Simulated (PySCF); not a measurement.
Se(Et)(SiH3), SMILES [SiH3][Se]CC (C2H8SeSi), singlet, CAM-B3LYP/def2-SVP optimised geometry.

```
12

Se     0.11    -1.07    -1.86
C     -1.83    -1.14    -1.52
C     -2.56     0.16    -1.79
H     -1.98    -1.49    -0.49
H     -2.18    -1.94    -2.19
H     -2.41     0.50    -2.83
H     -2.22     0.97    -1.13
H     -3.65     0.03    -1.63
Si     0.74     0.09     0.00
H      0.23    -0.58     1.23
H      0.25     1.49     0.00
H      2.22     0.09     0.00
```

Density from PySCF with CAM-B3LYP/def2-TZVP at that geometry.

Minimum of the electron density along straight lines between bonded atoms, close to the bond critical point (lines longer than 1.1 times the sum of covalent radii, or with two minima, are not listed):

```csv
bond,length / Å,ρ at the minimum / e bohr⁻³,∇²ρ there / e bohr⁻⁵,position (fraction from the first atom)
Se1–C2,1.973,0.143,-0.15,0.52
C2–C3,1.518,0.251,-0.64,0.51
C2–H4,1.099,0.278,-0.95,0.65
C2–H5,1.099,0.278,-0.95,0.65
C3–H6,1.099,0.275,-0.94,0.64
C3–H7,1.100,0.274,-0.93,0.64
C3–H8,1.102,0.272,-0.92,0.64
Se1–Si9,2.277,0.094,-0.03,0.65
Si9–H10,1.490,0.121,0.14,0.49
Si9–H11,1.489,0.122,0.14,0.49
Si9–H12,1.486,0.122,0.14,0.49
```
